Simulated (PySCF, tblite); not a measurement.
Isomers of C4H9ClO2Si. Computed values, GFN2-xTB/tblite, gas phase, harmonic and unscaled. The method is semi-empirical: single wavenumbers can be off by several per cent or more. Modes of hydrogen on silicon can be 10 to 20 % off. One conformer each.

Electronic energies: PBE0/pcSseg-1 single points on the GFN2-xTB geometries (PySCF, gas phase).

```json
{"SMILES": "[SiH3]O[C@]1(CCl)CCO1", "electronic energy, lowest = 0 (kJ/mol)": "57.6"}
{"SMILES": "COCC(=O)[SiH2]CCl", "electronic energy, lowest = 0 (kJ/mol)": "139.0"}
{"SMILES": "C[C@]([SiH3])(Cl)CC(=O)O", "electronic energy, lowest = 0 (kJ/mol)": "0.0"}
```

Q: How do GFN2-xTB zero-point energies change the relative energies?

A: 
```csv
SMILES,ZPE (kJ/mol),of it from modes above 1550 cm⁻¹,electronic (kJ/mol),"with ZPE, lowest = 0 (kJ/mol)",lowest mode (cm⁻¹),rings
C[C@]([SiH3])(Cl)CC(=O)O,317.5,162.5,0.0,0.0,30,0
[SiH3]O[C@]1(CCl)CCO1,320.1,148.5,57.6,60.3,49,1
COCC(=O)[SiH2]CCl,317.1,161.2,139.0,138.7,37,0
```

The zero-point energies span 3.0 kJ/mol, from `COCC(=O)[SiH2]CCl` to `[SiH3]O[C@]1(CCl)CCO1`. The order is unchanged.

Q: And how do the electronic energies of GFN2-xTB itself compare?

A: `C[C@]([SiH3])(Cl)CC(=O)O` 84.3; `[SiH3]O[C@]1(CCl)CCO1` 0.0; `COCC(=O)[SiH2]CCl` 248.7 kJ/mol, lowest = 0. Against the energies above, taken from the same isomer `C[C@]([SiH3])(Cl)CC(=O)O`, the largest difference is 141.9 kJ/mol.

Q: What do entropy and thermal enthalpy add at 298.15 K and 1 bar (rigid rotor, harmonic oscillator, one conformer each)?

A: 
```
                  SMILES  point group  symmetry number  S (J/(mol K))  H − H(0) (kJ/mol)  ZPE + H − H(0) − TS (kJ/mol)
C[C@]([SiH3])(Cl)CC(=O)O           C1                1          422.4              30.06                         221.6
   [SiH3]O[C@]1(CCl)CCO1           C1                1          409.7              27.87                         225.9
       COCC(=O)[SiH2]CCl           C1                1          453.5              32.17                         214.1
```
